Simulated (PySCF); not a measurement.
AlCl$_{4}$ (SMILES [Cl][Al-]([Cl])([Cl])[Cl]), charge -1, singlet, geometry from GFN2-xTB (such geometries of metal compounds can be far from the true shape); PBE/3-21G (PySCF).

Input for PySCF:
```python
from pyscf import gto, scf, dft

mol = gto.M(
    atom='''
Cl   -1.658394   -0.370894   -1.257305
Al    0.000000    0.000000    0.000000
Cl    0.008122    2.034526    0.573836
Cl    1.785907   -0.446130   -1.039304
Cl   -0.135634   -1.217501    1.722772
''',
    basis='3-21g',
    charge=-1,
    spin=0,
    verbose=4,
)

mf = dft.RKS(mol)
mf.xc = 'pbe'
mf.kernel()
mf.analyze()
```

Question: Write the output that PySCF gives for this input, abridged.

Answer: 
```
PySCF version 2.14.0

[INPUT] verbose = 4
[INPUT] num. atoms = 5
[INPUT] num. electrons = 82
[INPUT] charge = -1
[INPUT] spin (= nelec alpha-beta = 2S) = 0
[INPUT] symmetry False subgroup None
[INPUT] Mole.unit = angstrom
[INPUT] Symbol           X                Y                Z      unit          X                Y                Z       unit  Magmom
[...]
nuclear repulsion = 487.105709897084
number of shells = 35
number of NR pGTOs = 135
number of NR cGTOs = 65
basis = 3-21g
ecp = {}

******** <class 'pyscf.dft.rks.RKS'> ********
method = RKS
initial guess = minao
damping factor = 0
level_shift factor = 0
DIIS = <class 'pyscf.scf.diis.CDIIS'>
diis_start_cycle = 1
diis_space = 8
diis_damp = 0
SCF conv_tol = 1e-09
SCF conv_tol_grad = None
SCF max_cycles = 50
direct_scf = True
direct_scf_tol = 1e-13
XC library pyscf.dft.libxc version 7.1.2
    S. Lehtola, C. Steigemann, M. J. T. Oliveira, and M. A. L. Marques,  SoftwareX 7, 1–5 (2018)
XC functionals = pbe
    J. P. Perdew, K. Burke, and M. Ernzerhof,  Phys. Rev. Lett. 77, 3865 (1996)
    J. P. Perdew, K. Burke, and M. Ernzerhof,  Phys. Rev. Lett. 78, 1396 (1997)
    J. P. Perdew, K. Burke, and M. Ernzerhof,  Phys. Rev. Lett. 77, 3865 (1996)
    J. P. Perdew, K. Burke, and M. Ernzerhof,  Phys. Rev. Lett. 78, 1396 (1997)
radial grids:
    Treutler-Ahlrichs [JCP 102, 346 (1995); DOI:10.1063/1.469408] (M4) radial grids

becke partition: Becke, JCP 88, 2547 (1988); DOI:10.1063/1.454033
pruning grids: <function nwchem_prune>
grids dens level: 3
symmetrized grids: False
atomic radii adjust function: <function treutler_atomic_radii_adjust>
small_rho_cutoff = 0
Set gradient conv threshold to 3.16228e-05
Initial guess from minao.
tot grids = 94704
init E= -2071.4527608336
[...]
cycle= 1 E= -2072.41103035217  delta_E= -0.958  |g|= 0.502  |ddm|= 2.14
[...]
cycle= 2 E= -2072.37015253627  delta_E= 0.0409  |g|= 0.637  |ddm|= 1.71
[...]
cycle= 3 E= -2072.49411628083  delta_E= -0.124  |g|= 0.019  |ddm|= 0.963
[...]
cycle= 4 E= -2072.49422716943  delta_E= -0.000111  |g|= 0.00881  |ddm|= 0.0553
[...]
cycle= 5 E= -2072.49426250775  delta_E= -3.53e-05  |g|= 0.000315  |ddm|= 0.0187
[...]
cycle= 6 E= -2072.49426254603  delta_E= -3.83e-08  |g|= 7.07e-06  |ddm|= 0.000557
[...]
cycle= 7 E= -2072.49426254605  delta_E= -1.5e-11  |g|= 7.94e-07  |ddm|= 8.82e-06
[...]
Extra cycle  E= -2072.49426254605  delta_E= 1.36e-12  |g|= 9.79e-07  |ddm|= 2.88e-06
converged SCF energy = -2072.49426254605
**** SCF Summaries ****
Total Energy =                       -2072.494262546045320
Nuclear Repulsion Energy =             487.105709897084012
One-electron Energy =                -3854.170880663741173
Two-electron Energy =                 1294.570908220611727
Two-electron Coulomb Energy =         1425.489862627658795
DFT Exchange-Correlation Energy =     -130.918954407047153
HOMO-LUMO gap [eV] =                     7.168421141054862
**** MO energy ****
[...]
 ** Mulliken pop on meta-lowdin orthogonal AOs  **
 ** Mulliken pop  **
 ** Mulliken atomic charges  **
charge of    0Cl =     -0.38417
charge of    1Al =      0.53669
charge of    2Cl =     -0.38417
charge of    3Cl =     -0.38417
charge of    4Cl =     -0.38417

WARN: System has nonzero charge -1; the dipole moment is origin-dependent.
Location of origin: [0. 0. 0.]

Dipole moment(X, Y, Z, Debye):  0.00001, -0.00001,  0.00000
```
